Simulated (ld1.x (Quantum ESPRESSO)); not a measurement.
# Logarithmic derivatives: Ta, PAW

Ta (Z = 73), PAW, made with ld1.x (Quantum ESPRESSO) 7.5 (PBE, fully relativistic). Core [Kr] 4d10 4f14 5s2, reference 5p6 5d4 6s1 6p0. Waves: 6s (bound): rcut 2.90, rcutus 3.15 bohr; 6s channel at 0.55 Ry: rcut 2.90, rcutus 3.15 bohr; 5p (bound): rcut 1.70, rcutus 2.20 bohr; 6p (bound, empty): rcut 1.70, rcutus 2.20 bohr; 5d (bound): rcut 1.35, rcutus 1.70 bohr; 5d channel at 0.8 Ry: rcut 1.35, rcutus 1.70 bohr. Local part: all-electron potential smoothed inside 3.44 bohr (lloc = -1). Core correction: Bessel-smoothed model core, default radius (core density twice the valence density). Augmentation charge: BESSEL, radius 1.40 bohr.

Open shells are filled in proportion to 2j + 1 (rel_dist='average').

The phase is arctan(r·u′/u) with u = r·R(r), unwrapped; energies in Ry, scanned from -5 to 5 Ry. A pole is an energy at which the radial function vanishes at the test radius. The pseudo phase is shifted by a multiple of π to meet the all-electron one at the reference energy, and phase errors are pseudo minus all-electron; the curves can meet again beyond the range given. Levels narrower than the energy grid can be missing from the lists of poles.

```tsv
channel	radius (bohr)	reference energy (Ry)	poles, all-electron	poles, pseudo	unbroken range about the reference energy with phases within 0.05 rad	phase error 1 Ry above the reference energy (rad)
s	3.73	-0.37	0.28, 4.34	0.28, 3.24, 4.93	below 1.8	-0.000
p1/2	3.73	-0.11	-3.23, 0.97	-3.23, 0.97	below 2.4	+0.001
p3/2	3.73	-0.08	-2.59, 1.21	-2.59, 1.22	below 2.8	+0.001
d3/2	3.73	-0.22	-0.06, 2.73	-0.06, 2.74	below 4.4	+0.000
d5/2	3.73	-0.18	0.00, 2.80	0.00, 2.81	below 4.5	+0.000
```

The ghost test of this file was not conclusive.

Phases in the s channel:

| E (Ry) | all-electron | pseudo |
| --- | --- | --- |
| -5.00 | 1.444 | 1.444 |
| -4.48 | 1.436 | 1.436 |
| -3.96 | 1.426 | 1.426 |
| -3.44 | 1.413 | 1.413 |
| -2.92 | 1.396 | 1.396 |
| -2.40 | 1.372 | 1.372 |
| -1.88 | 1.334 | 1.334 |
| -1.36 | 1.258 | 1.258 |
| -0.84 | 1.008 | 1.008 |
| -0.32 | -0.977 | -0.977 |
| 0.20 | -1.543 | -1.543 |
| 0.72 | -1.686 | -1.686 |
| 1.24 | -1.828 | -1.829 |
| 1.76 | -2.227 | -2.252 |
| 2.28 | -3.976 | -4.089 |
| 2.80 | -4.479 | -4.547 |
| 3.32 | -4.607 | -4.762 |
| 3.84 | -4.670 | -7.676 |
| 4.36 | -4.713 | -7.801 |
| 4.88 | -4.751 | -7.850 |
